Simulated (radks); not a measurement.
Trend from La to Lu: ionisation energy by Delta-SCF between NIST ground configurations, and size. Method: scalar-relativistic Kohn-Sham, PBEsol, spin-polarised, spherical densities, finite nucleus; open shells are filled with parallel spins first (spin-orbit coupling, left out, can overturn this in heavy ions); Fermi nuclear charge, rms radius of each element as measured or else 0.836 A^(1/3) + 0.57 fm; computed with a radial shooting solver on a logarithmic mesh with Libxc functionals.

species	configuration	IE (eV)	NIST (eV)	kind	-e(HOMO) (eV)	outermost	<r> outermost (bohr)	r at 0.001 e/bohr^3 (bohr)
La	[Xe] 5d1 6s2	5.581	5.577	exp.	3.324 (5d)	6s	4.46	5.48
Ce	[Xe] 4f1 5d1 6s2	5.707	5.539	exp.	3.347 (5d)	6s	4.40	5.43
Pr	[Xe] 4f3 6s2	5.398	5.470	semi-emp.	1.876 (4f)	6s	4.54	5.39
Nd	[Xe] 4f4 6s2	5.445	5.525	exp.	2.586 (4f)	6s	4.49	5.36
Pm	[Xe] 4f5 6s2	5.492	5.582	exp.	3.189 (4f)	6s	4.44	5.32
Sm	[Xe] 4f6 6s2	5.538	5.644	exp.	3.452 (6s)	6s	4.40	5.29
Eu	[Xe] 4f7 6s2	5.586	5.670	exp.	3.478 (6s)	6s	4.35	5.26
Gd	[Xe] 4f7 5d1 6s2	5.966	6.150	exp.	2.988 (5d)	6s	4.11	5.23
Tb	[Xe] 4f9 6s2	5.838	5.864	exp.	0.955 (4f)	6s	4.19	5.19
Dy	[Xe] 4f10 6s2	5.939	5.939	exp.	1.509 (4f)	6s	4.13	5.16
Ho	[Xe] 4f11 6s2	6.033	6.022	exp.	1.985 (4f)	6s	4.07	5.13
Er	[Xe] 4f12 6s2	6.124	6.108	exp.	2.398 (4f)	6s	4.01	5.10
Tm	[Xe] 4f13 6s2	6.213	6.184	exp.	2.756 (4f)	6s	3.96	5.07
Yb	[Xe] 4f14 6s2	6.301	6.254	exp.	3.068 (4f)	6s	3.91	5.05
Lu	[Xe] 4f14 5d1 6s2	5.422	5.426	exp.	1.978 (5d)	6s	3.67	5.05

Reference values: NIST Atomic Spectra Database (exp. = measured, semi-emp. = semi-empirical, theory = theoretical value adopted there). Open shells are spherical and high-spin; term and fine-structure splittings are not resolved. Spin-orbit splitting is averaged out at the scalar-relativistic level.
